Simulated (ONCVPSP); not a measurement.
Pt: one change to an ONCV potential, before and after

| Property | Result |
| --- | --- |
| Element | platinum (Pt) |
| Generator | ONCVPSP 4.0.1 |
| Type | optimised norm-conserving Vanderbilt (ONCV) |
| Functional | LDA (Perdew-Zunger) |
| Relativity | scalar-relativistic |
| Frozen core | [Kr] 4d10 |
| Valence charge | 32 |
| Reference configuration | 4f14 5s2 5p6 5d9 6s0.75 6p0.25 |
| Partial waves | 5s+6s: rc 1.80 bohr, ncon 4, nbas 7, qcut 5.2 1/bohr, 2 projectors; 5p+6p: rc 1.65 bohr, ncon 4, nbas 8, qcut 7 1/bohr, 2 projectors; 5d: rc 1.85 bohr, ncon 5, nbas 9, qcut 6.7 1/bohr, 2 projectors, debl 1.8 Ha; 4f: rc 1.00 bohr, ncon 3, nbas 8, qcut 18.7 1/bohr, 2 projectors, debl 1.1 Ha |
| Local potential | polynomial inside 0.95 bohr (lpopt 3, dvloc0 2 Ha) |
| Core correction | Teter function, fcfact 2.25, rcfact 1.5 |

In the f channel the program set the typed energies aside and used -2.611, 0.250 Ha.

Change: s: qcut 6.4; p: qcut 8.6; d: qcut 8.3; f: qcut 23.1.

Cutoffs: the cutoffs (Ha) at which the residual kinetic energy of the hardest occupied pseudo-wave falls to 1 and 0.1 mHa per electron; they do not see the model core or the augmentation charge, which bear on the density cutoff. Errors are all-electron minus pseudo energies relative to the spin-unpolarised reference configuration.

Task: What does the change do?

Result: The potential gets harder (145 Ha and 157 Ha → 184 Ha and 203 Ha); the errors of the 3 common tests hardly move; neither file shows a bound ghost.

| quantity | base | changed |
| --- | --- | --- |
| cutoff, loose | 145 Ha | 184 Ha |
| cutoff, tight | 157 Ha | 203 Ha |
| loose cutoff by channel | s 11 Ha, p 14 Ha, d 19 Ha, f 145 Ha | s 15 Ha, p 21 Ha, d 20 Ha, f 184 Ha |
| bound ghosts | none | none |
| GHOST(+) flags under 300 eV | s at 81.4 eV | s at 106.3 eV |
| tests with a reliable result | 3 of 4 | 3 of 4 |
| error for 4f14 5s2 5p6 5d9 6s1 6p0, meV [ΔE -1.26 eV] | +0.3 | +0.3 |
| error for 4f14 5s2 5p6 5d9 6s0 6p0, meV [ΔE 8.29 eV] | -4.9 | -4.6 |
| error for 4f14 5s2 5p6 5d9.5 6s0.5 6p0, meV [ΔE -1.34 eV] | -1.9 | -1.9 |
| s: phases at 1.83 bohr within 0.05 rad from the reference energy up to (Ha; the scan ends near 5) | 2.7 | 3.3 |
| p: phases at 1.67 bohr within 0.05 rad from the reference energy up to (Ha; the scan ends near 5) | to the end of the scan | to the end of the scan |
| d: phases at 1.88 bohr within 0.05 rad from the reference energy up to (Ha; the scan ends near 5) | to the end of the scan | to the end of the scan |
| f: phases at 1.01 bohr within 0.05 rad from the reference energy up to (Ha; the scan ends near 5) | to the end of the scan | to the end of the scan |
| rms error of d²Exc/dni dnj with the model core, mHa | 2.83 | 2.70 |
